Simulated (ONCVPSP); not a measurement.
**What one change does to a pseudopotential (gold, ONCV)**

ONCVPSP 4.0.1 input, shortened (lines: element, Z, core and valence counts, functional; n l f; lmax; l rc ep ncon nbas qcut; lloc lpopt rc5 dvloc0; l nproj debl; icmod fcfact rcfact), PBEsol, scalar-relativistic:

```
  Au 79.00   10    4  -116133      upf
    1    0    2.00
    2    0    2.00
    2    1    6.00
    3    0    2.00
    3    1    6.00
    3    2   10.00
    4    0    2.00
    4    1    6.00
    4    2   10.00
    4    3   14.00
    5    0    2.00
    5    1    6.00
    5    2   10.00
    6    0    1.00
    2
    0    1.25    0.00    4    8    8.40
    1    1.60    0.00    4    9    9.20
    2    1.50    0.00    4    8    6.20
    4    4    1.20    0.00
    0    2    0.50
    1    2    0.80
    2    2    3.70
    3    2.75    1.05
```

In the p channel the program set the typed energies aside and used -2.198, 0.250 Ha.

Change: d: qcut 4.3.

Cutoffs: the cutoffs (Ha) at which the residual kinetic energy of the hardest occupied pseudo-wave falls to 1 and 0.1 mHa per electron; they do not see the model core or the augmentation charge, which bear on the density cutoff. Errors are all-electron minus pseudo energies relative to the spin-unpolarised reference configuration.

Question: Predict the effect on cutoff, ghosts and configuration errors.

Answer: The potential gets harder (32 Ha and 53 Ha → 93 Ha and 108 Ha); of the 4 tests that both files solve, the error grows in 3 and shrinks in 0 by more than 15 % and 0.3 meV (median size 5.0 → 10.6 meV); neither file shows a bound ghost.

```csv
quantity,base,changed
"cutoff, loose",32 Ha,93 Ha
"cutoff, tight",53 Ha,108 Ha
loose cutoff by channel,"s 32 Ha, p 26 Ha, d 20 Ha","s 32 Ha, p 26 Ha, d 93 Ha"
bound ghosts,none,none
GHOST(+) flags under 300 eV,none,d at 236.1 eV
"error for 5s2 5p6 5d10 6s0, meV [ΔE 9.44 eV]",-3.6,-3.6
"error for 5s2 5p6 5d9 6s0, meV [ΔE 30.68 eV]",-6.4,-14
"error for 5s2 5p6 5d8 6s0, meV [ΔE 64.59 eV]",-16,-31
"error for 5s2 5p6 5d9 6s1, meV [ΔE 12.16 eV]",-1.1,-7.2
s: phases at 1.27 bohr within 0.05 rad from the reference energy up to (Ha; the scan ends near 5),to the end of the scan,to the end of the scan
p: phases at 1.62 bohr within 0.05 rad from the reference energy up to (Ha; the scan ends near 5),to the end of the scan,to the end of the scan
d: phases at 1.52 bohr within 0.05 rad from the reference energy up to (Ha; the scan ends near 5),to the end of the scan,to the end of the scan
"rms error of d²Exc/dni dnj with the model core, mHa",3.70,3.75
```
